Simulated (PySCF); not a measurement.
# One molecule, several mistakes: ClGeH2O cation

Calculated results; nothing here was measured. They come from PySCF 2.14.0, an open-source quantum chemistry program, on an isolated molecule that a program drew, which may never have been made. The molecule is ClGeH2O cation (charge +1, singlet), drawn as the SMILES string `[OH][GeH+][Cl]`.

Each row is a Hartree-Fock (HF) and frozen-core CCSD(T) single point in the cc-pV(D+d)Z basis, meant for a local HF minimum. Run 1 is clean. Each other run has one planted mistake out of seven kinds, and not every kind appears here: one electron removed, one electron added, multiplicity raised by two, geometry at a saddle point, minimal basis STO-3G, one bond length entered in bohr, all coordinates scaled. The reference is restricted for singlets and unrestricted otherwise, and also for a bond in bohr. Adding or removing an electron swaps singlet and doublet. Electrons count all cores. HOMO and LUMO are orbital energies over both spins, the gradient is its largest component, and the lowest frequency (negative if imaginary) is given only where the gradient is small. Bond lengths are over the 4 bonds as drawn. T1 is the CCSD diagnostic: over 0.02 (restricted) or 0.045 (unrestricted) a single reference is doubtful. Germanium has the cc-pVDZ-PP basis, with a core potential (ECP10MDF) in place of its 10 inner electrons, and its 3s, 3p and 3d shells are frozen in CCSD(T).

Geometry of the clean run:
```xyz
5
ClGeH2O cation, angstrom
O    -2.1104   -0.7268   -0.0738
Ge   -2.9324    0.6391   -0.6365
Cl   -4.7561    0.9147    0.2384
H    -1.2472   -0.9682   -0.4031
H    -2.3832    1.5701   -1.6813
```

| run | electrons | basis functions | <S^2> | HOMO (eV) | LUMO (eV) | gradient (hartree/bohr) | lowest frequency (cm^-1) | mean bond (Å) | longest bond (Å) | T1 | HF (hartree) | CCSD(T) (hartree) | mistake |
|---|---|---|---|---|---|---|---|---|---|---|---|---|---|
| 1 | 58 | 70 | 0.000 | -19.04 | -5.22 | 2.7e-05 | 217 | 1.5476 | 2.041 | 0.0175 | -828.66947 | -829.11054 | no fault |
| 2 | 58 | 70 | 1.020 | -16.43 | -6.50 | 1.8e-02 | - | 2.0016 | 3.858 | 0.0190 | -828.57223 | -828.97823 | one bond length entered in bohr |
| 3 | 57 | 70 | 0.759 | -26.25 | -15.82 | 1.0e-01 | - | 1.5476 | 2.041 | 0.0269 | -828.03185 | -828.44721 | one electron removed |
| 4 | 58 | 70 | 2.039 | -12.93 | -9.69 | 9.8e-02 | - | 1.5476 | 2.041 | 0.0606 | -828.47193 | -828.89494 | ? |

**Which mistake was planted in run 4, and what did it cost?**

Electrons, basis and geometry are unchanged, and <S^2> is 2.039, beside S(S+1) = 2.00 for a multiplicity of 3. So the mistake is: multiplicity raised by two. Subtracting run 1 and multiplying by 627.51 kcal/mol a hartree, the energy moved by 124.0 kcal/mol in HF and 135.3 kcal/mol in CCSD(T).

Cautions from the logs. Run 4: T1 is over the limit, so its CCSD(T) energy is less reliable.
